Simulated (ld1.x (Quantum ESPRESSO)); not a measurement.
## aluminium, TM: configuration errors across variants

aluminium (Al), norm-conserving Troullier–Martins (Kleinman–Bylander form), made with ld1.x (Quantum ESPRESSO) 7.5 (PBE, scalar-relativistic). Core [Ne], reference 3s2 3p1. Waves: 3p (bound): rc 2.95 bohr; 3d channel at 0.1 Ry: rc 3.05 bohr; 3s (bound): rc 1.50 bohr. Local part: the s channel. Core correction: none.

All-electron excitation energies from the reference (eV): (1) 3s2 3p0 5.761; (2) 3s1 3p0 24.987; (3) 3s2 3p0.5 2.086; (4) 3s2 3p1.3 -0.575; (5) 3s0 3p3 10.451; (6) 3s1 3p2 5.139; (7) 3s1 3p1 11.571.

2 further variants failed, have other tests or too few solved ones, and are left out.

Errors AE − PS in meV (a dash: test not solved or not reliable):

| change | (1) | (2) | (3) | (4) | (5) | (6) | (7) | bound ghosts |
| --- | --- | --- | --- | --- | --- | --- | --- | --- |
| base | -2.3 | +21 | -0.3 | 0.0 | +50 | +8.1 | +13 | none |
| core correction a·sin(br)/r model core inside 0.76 bohr | +1.0 | +11 | +0.2 | +0.1 | -1.3 | -0.5 | +7.0 | none |
| local potential all-electron potential smoothed inside 2.55 bohr (lloc = -1) | -2.1 | +22 | -0.4 | 0.0 | +47 | +7.7 | +11 | none |
| wave 3s (bound): rc 1.50 bohr becomes 3s (bound): rc 1.84 bohr | -3.0 | +19 | -0.4 | 0.0 | +33 | +7.3 | +12 | none |
| wave 3d channel at 0.1 Ry: rc 3.05 bohr becomes 3d channel at 0.1 Ry: rc 3.06 bohr | -2.3 | +21 | -0.3 | 0.0 | +50 | +8.1 | +13 | none |
| all radii scaled by about 0.94 (s 1.42, p 2.78, d 2.88 bohr) | -0.4 | +25 | 0.0 | +0.1 | +62 | +9.6 | +14 | none |
| all radii scaled by about 1.29 (s 1.94, p 3.80, d 3.92 bohr) | -3.8 | +16 | -0.5 | 0.0 | +38 | +8.4 | +14 | none |
| core correction a·sin(br)/r model core inside 0.60 bohr | +1.0 | +11 | +0.2 | +0.1 | -1.4 | -0.5 | +7.0 | none |

Task: Give the same row for: wave 3p (bound): rc 2.95 bohr becomes 3p (bound): rc 3.40 bohr.

Result: -3.0, +18, -0.4, 0.0, +55, +9.2, +14; bound ghosts: none.
